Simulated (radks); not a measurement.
Results of a calculation; reference values are marked as such.
Si7+, 7 electrons, occupied as [He] 2s2 2p(1/2: 2, 3/2: 1). Code: a radial shooting solver on a logarithmic mesh with Libxc functionals. Model: Dirac Kohn-Sham, relativistic LDA (MacDonald-Vosko exchange, VWN5 correlation), spin-unpolarised, spherical densities, finite nucleus; Fermi nuclear charge, rms radius 3.1224 fm.

Radial electron density D(r) = 4 pi r^2 rho(r):

```
   r/bohr * D(r) (the largest magnitude, 15.7, reaches the edge; | marks zero)
 0.009589 |     *
  0.01171 |       *
  0.01419 |          *
  0.01733 |              *
  0.02117 |                   *
  0.02565 |                        *
  0.03133 |                               *
  0.03827 |                                       *
  0.04637 |                                             *
  0.05664 |                                                   *
  0.06917 |                                                      *
  0.08382 |                                                     *
   0.1024 |                                                 *
    0.124 |                                         *
   0.1515 |                                 *
   0.1851 |                           *
   0.2242 |                          *
   0.2739 |                             *
   0.3345 |                                 *
   0.4053 |                                   *
    0.495 |                              *
   0.6046 |                      *
   0.7326 |            *
   0.8948 |    *
    1.084 | *
    1.324 *
    1.617 *
```

D(r) has 2 maxima, at r = 0.0732, 0.389 bohr, and minima at 0.214 bohr, inside which lie 2.23 electrons.
